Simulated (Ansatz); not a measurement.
A geometry relaxed with Ansatz (an electronic-structure program) with PBE0-D3(BJ)/def2-TZVP, charge 0, multiplicity 1:

```xyz
12

C      0.1468    -0.0840     0.0560
H     -0.1619     1.9007    -1.8300
H      2.8678    -0.2219     0.7072
H     -1.2566    -2.4209     0.3814
H     -0.6752     2.5188     0.4311
H     -1.9720    -1.0074    -1.4436
H      1.6271     2.2094    -0.2349
H      1.5654    -2.3135     0.9853
H     -2.4841    -0.3851     0.8165
Si    -1.4456    -1.0078    -0.0505
Si     0.2391     1.6977    -0.4102
Si     1.5492    -0.8860     0.5916
```

### Question
Write the SMILES of this molecule.

### Answer
`[SiH2]=C([SiH3])[SiH3]`
